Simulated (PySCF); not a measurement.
Compound: CH₇FP₂Si.
Numbering: `[F:1][CH2:2][SiH:3]([PH2:4])[PH2:5]` (hydrogens: H6, H7 on C2; H8 on Si3; H9, H10 on P4; H11, H12 on P5)

Theory: PBE0-D3(BJ)/def2-SVP geometry optimisation, gas phase in PySCF 2.14.0.

(1) Give the optimised bond lengths and angles.

Results:

(1) 
| bond | length (Å) | order |
| --- | --- | --- |
| F1–C2 | 1.380 | single |
| C2–Si3 | 1.906 | single |
| Si3–P4, Si3–P5 | 2.263 | single |
| C2–H6, C2–H7 | 1.105 | single |
| Si3–H8 | 1.494 | single |
| P4–H9 and 3 like bonds | 1.430 | single |

Bonds in one row agree within 0.01 Å and their mean is given. Orders are formal, as drawn. A selection of angles:
| angle | degrees |
| --- | --- |
| F1–C2–Si3 | 109.7 |
| F1–C2–H6 | 109.2 |
| Si3–C2–H6 | 110.5 |
| H6–C2–H7 | 107.5 |
| C2–Si3–P4 | 111.6 |
| C2–Si3–P5 | 107.0 |
| C2–Si3–H8 | 108.8 |
| P4–Si3–P5 | 113.6 |
| P4–Si3–H8 | 107.9 |
| Si3–P4–H9 | 92.7 |
| Si3–P4–H10 | 92.2 |
| H9–P4–H10 | 93.5 |

Torsions: F1–C2–Si3–P4 53° (synclinal). The mirror-image conformer, all signs reversed, is as good.

Si3 (SiH silicon) is distorted tetrahedral (angles from 107.0° to 113.6°). P4 (three-coordinate phosphorus) is pyramidal (angles 93.5°, 92.7° and 92.2°, sum 278.4°, 0.88 Å off the plane of its three neighbours).

Point group: C1 (no symmetry element, even within 0.4 Å). Not checked by PBE0-D3(BJ)/def2-SVP frequencies. One conformer, not necessarily the lowest (F1–C2–Si3–P4 53°, C2–Si3–P4–H 54° and -39°, C2–Si3–P5–H -80° and -174°).

Time: 74 s wall; peak memory 0.51 GiB. Hardware: one thread of an Arm Neoverse N1, shared host with 64 logical CPUs at a one-minute load of 61. This is the geometry optimisation.
